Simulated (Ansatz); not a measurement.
**Worked example: SiH2(NH2)2 + BH2(NH2) → SiH(NH2)3 + BH3**

Species: SiH2(NH2)2, singlet; BH2(NH2), singlet; SiH(NH2)3, singlet; BH3 (borane) `B`, singlet. The partners trade H for NH2: Si–H and B–NH2 bonds give way to Si–NH2 and B–H.

Shapes, held fixed at every level: PBE0-D4/def2-TZVP. Flexible molecules stand in one conformer, not always the lowest. Programs: Ansatz 0.2.0. The zero-point and thermal change to 298 K, harmonic and unscaled (PBE0-D4/def2-TZVP), is -5.6 kJ/mol.

At CCSD(T)/CBS estimate; 1 Eh = 2625.50 kJ/mol:

| species | energy (Eh) |
| --- | --- |
| SiH2(NH2)2 | -402.154620 |
| BH2(NH2) | -81.934993 |
| SiH(NH2)3 | -457.507258 |
| BH3 | -26.552004 |

**Question.** Work out ΔH(298 K) of the reaction at this level.

**Answer.** 
1. Products less reactants: (-457.507258) + (-26.552004) − [(-402.154620) + (-81.934993)] = 0.030351 Eh = +79.7 kJ/mol.
2. With the thermal change: +79.7 + (-5.6) = +74.1 kJ/mol.

Other levels give +66.6 (HF/def2-TZVPP) to +101.3 kJ/mol (SPW92/def2-TZVPP). No measured value is set beside it here. The CBS estimate extrapolates MP2 from def2-TZVPP and def2-QZVPP and adds CCSD(T) − MP2 in the triple-zeta set, cores frozen.
